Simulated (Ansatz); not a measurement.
Diatomic Hg2, closed-shell singlet (lowest of 2S+1 = 1, 3 at CCSD(T)/def2-TZVPP on PBE0 minima; our sources give no spin for the ground state, which may be another). No spin–orbit coupling.

Constants: fifth-degree fit in 1/R to seven points, most abundant isotopes. Runs in def2 and cc sets follow the lowest solution found near the PBE0 minimum. The singlet is held restricted. HF and MP2 rows in def2 and cc sets belong to the determinant that coupled cluster picked by its CCSD energy.

The values were computed with Ansatz (an electronic-structure program). Values without a source in brackets are computed. In def2 rows elements past Kr take small-core potentials, without spin–orbit coupling.

```json
[
 {"level": "PBE/def2-TZVPP", "r_e (Å)": "3.624", "ω_e (cm⁻¹)": "19", "ω_e x_e (cm⁻¹)": "0.39", "α_e (cm⁻¹)": "0.00024"},
 {"level": "B97M-V/def2-TZVPP", "r_e (Å)": "3.653", "ω_e (cm⁻¹)": "24", "ω_e x_e (cm⁻¹)": "0.19", "α_e (cm⁻¹)": "0.00013"},
 {"level": "PBE0/def2-TZVPP", "r_e (Å)": "3.708", "ω_e (cm⁻¹)": "17", "ω_e x_e (cm⁻¹)": "0.39", "α_e (cm⁻¹)": "0.00025"},
 {"level": "wB97X-V/def2-TZVPP", "r_e (Å)": "3.768", "ω_e (cm⁻¹)": "19", "ω_e x_e (cm⁻¹)": "0.24", "α_e (cm⁻¹)": "0.00016"},
 {"level": "wB97M-V/def2-TZVPP", "r_e (Å)": "3.689", "ω_e (cm⁻¹)": "21", "ω_e x_e (cm⁻¹)": "0.28", "α_e (cm⁻¹)": "0.00017"},
 {"level": "B2PLYP/def2-TZVPP", "r_e (Å)": "3.812", "ω_e (cm⁻¹)": "17", "ω_e x_e (cm⁻¹)": "0.33", "α_e (cm⁻¹)": "0.00020"},
 {"level": "SCS-MP2/def2-TZVPP", "r_e (Å)": "3.731", "ω_e (cm⁻¹)": "22", "ω_e x_e (cm⁻¹)": "0.24", "α_e (cm⁻¹)": "0.00013"},
 {"level": "CCSD/def2-QZVPP", "r_e (Å)": "3.823", "ω_e (cm⁻¹)": "18", "ω_e x_e (cm⁻¹)": "0.13", "α_e (cm⁻¹)": "0.00012"},
 {"level": "CCSD(T)/def2-TZVPP", "r_e (Å)": "3.863", "ω_e (cm⁻¹)": "19", "ω_e x_e (cm⁻¹)": "0.27", "α_e (cm⁻¹)": "0.00015"},
 {"level": "CCSD(T)/def2-QZVPP", "r_e (Å)": "3.641", "ω_e (cm⁻¹)": "22", "ω_e x_e (cm⁻¹)": "0.14", "α_e (cm⁻¹)": "0.00014"}
]
```

Correlated levels freeze the inner cores; with def2 sets outer-core shells near the valence are correlated too.
